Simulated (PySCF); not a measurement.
Eu²⁶⁺: ionisation energy

Eu²⁶⁺ [Kr] 4d1 [4d3/2^1, M_J = 3/2] → Eu²⁷⁺ [Kr], as a difference of total energies. Computed with PySCF 2.14 in an even-tempered Gaussian basis (17 s from 2.1 bohr⁻², ratio 2.8; 14 p from 2.7 bohr⁻², ratio 2.8; 9 d from 2.7 bohr⁻², ratio 2.8; 3 f from 9.6 bohr⁻², ratio 3), with the two-component X2C-1e Hamiltonian. Correlated levels: [Ar] 3d10 frozen; the 92 highest virtual spinors dropped. "Screened" scales the spin-orbit matrix elements by Boettger's factors to mimic the two-electron term; Breit and QED terms are absent.

```csv
method,ionisation energy (eV)
GHF (spin-free),873.57
GMP2 (spin-free),873.82
GHF (screened spin-orbit),878.19
GMP2 (screened spin-orbit),878.49
```

Question: How much does correlation contribute at GMP2 (screened spin-orbit)?

Answer: 878.49 − (878.19) = 0.30 eV, measured against GHF (screened spin-orbit).

Breit and QED terms and the two-electron picture change are absent.

The spin-free rows lack the spin-orbit shift.

For comparison: 879 ± 4 eV (theoretical estimate listed by NIST; NIST Atomic Spectra Database, ionization energies).
